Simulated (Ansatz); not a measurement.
Process, species as SMILES: COB(Cl)Cl -> [CH2]OB(Cl)Cl + H atom (the C-H bond at the site shown breaks; other sites are not compared here)
Structures are relaxed separately at B3LYP-D3(BJ)/def2-TZVP in Ansatz (an electronic-structure program), one conformer each, not searched for the lowest. Frequencies are from Ansatz.
Geometry of the first species:
```xyz
8

B      0.0446     0.1687    -0.0755
Cl     1.1911     1.3242    -0.7458
Cl     0.6274    -1.4195     0.4519
O     -1.2366     0.5251     0.0162
C     -2.2715    -0.3134     0.5397
H     -2.0613    -0.5748     1.5764
H     -2.3585    -1.2245    -0.0517
H     -3.1954     0.2561     0.4811
```
Charge 0, spin multiplicity 1.

Property: bond dissociation energy (enthalpy at 298 K, with B3LYP-D3(BJ) rigid-rotor harmonic-oscillator terms), in kJ/mol. Correlated levels leave the core frozen unless marked. UHF or UKS for open shells. No spin-orbit coupling. Non-relativistic. CBS(X,Y): correlation extrapolated as X^-3; Hartree-Fock from the larger set. [CCSD(T)-MP2]/basis is that difference in the basis named.

```csv
level,program,bond dissociation energy (kJ/mol)
PBE0-D4/def2-TZVP,Ansatz + dftd4,394.3
PBE0-D4/def2-TZVPD,Ansatz + dftd4,394.3
LC-wPBE-D4/def2-TZVPD,Ansatz + dftd4,395.8
LC-wPBE/def2-TZVPD,Ansatz,394.4
SCS-MP2/cc-pV(T+d)Z,Ansatz,419.8
"RI-MP2/CBS(cc-pV(T+d)Z,cc-pV(Q+d)Z)+[CCSD(T)-MP2]/cc-pV(T+d)Z",Ansatz,?
```

Question: What belongs in the gaps?

Answer: 
- RI-MP2/CBS(cc-pV(T+d)Z,cc-pV(Q+d)Z)+[CCSD(T)-MP2]/cc-pV(T+d)Z, bond dissociation energy (kJ/mol): 418.6
